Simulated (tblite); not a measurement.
Species: C4H9N3Si.
Numbering: `[CH3:1][CH2:2][n:3]1[n:4][cH:5][c:6]([SiH3:7])[n:8]1` (hydrogens: H9, H10, H11 on C1; H12, H13 on C2; H14 on C5; H15, H16, H17 on Si7)

Structure used (GFN2-xTB), in Å, numbered top down from 1:
```xyz
17
C4H9N3Si angstrom
C     -2.7260    0.4766    0.4063
C     -1.9156   -0.6534   -0.2224
N     -0.5462   -0.5927    0.2003
N     -0.1107   -1.2357    1.2585
C      1.1625   -0.8937    1.3515
C      1.4719   -0.0119    0.3017
Si     3.0773    0.8405   -0.1390
N      0.3505    0.1479   -0.3998
H     -2.6962    0.4007    1.4907
H     -3.7600    0.4198    0.0782
H     -2.3157    1.4387    0.1095
H     -2.3086   -1.6241    0.0865
H     -1.9314   -0.5724   -1.3113
H      1.7914   -1.2716    2.1303
H      2.7807    2.0757   -0.8588
H      3.7744    1.1226    1.1200
H      3.8947   -0.0549   -0.9627
```

Method: GFN2-xTB as coded in tblite; computed harmonic values from a numerical Hessian at the method's own geometry, unscaled. Errors from tens to a few hundred cm⁻¹ against measured bands are possible. Modes of hydrogen on silicon can be 10 to 20 % off. One conformer, not necessarily the lowest. The optimisation stopped once no atom felt more than 0.01 eV/Å.

Lowest wavenumbers of the output (negative numbers stand for imaginary wavenumbers):
```
mode    cm-1
  1     -27.5
  2      20.9
  3     105.2
  4     146.9
  5     188.9
  6     211.3
  7     348.2
  8     384.7
  9     462.1
 10     533.7
```

Task: Is this structure a minimum?

Result: Not by this Hessian. 1 mode is imaginary beyond 20i (28i cm⁻¹), so at this level the point lies at or near a first-order saddle. The curvature is small, so loose convergence or finite differences may be the whole cause.

Task: Which atoms move in the imaginary mode?

Result: 28i: H16 (Si–H hydrogen) 32 %, H17 (Si–H hydrogen) 32 %, H15 (Si–H hydrogen) 31 %. These are shares of the mass-weighted motion.

Task: What is the remedy?

Result: Step along that mode in both directions, optimise again with tighter thresholds and repeat the frequencies. The zero-point energy of this point (79.6 kcal/mol) counts the 44 real modes alone, and thermal corrections from it aren't those of a minimum.
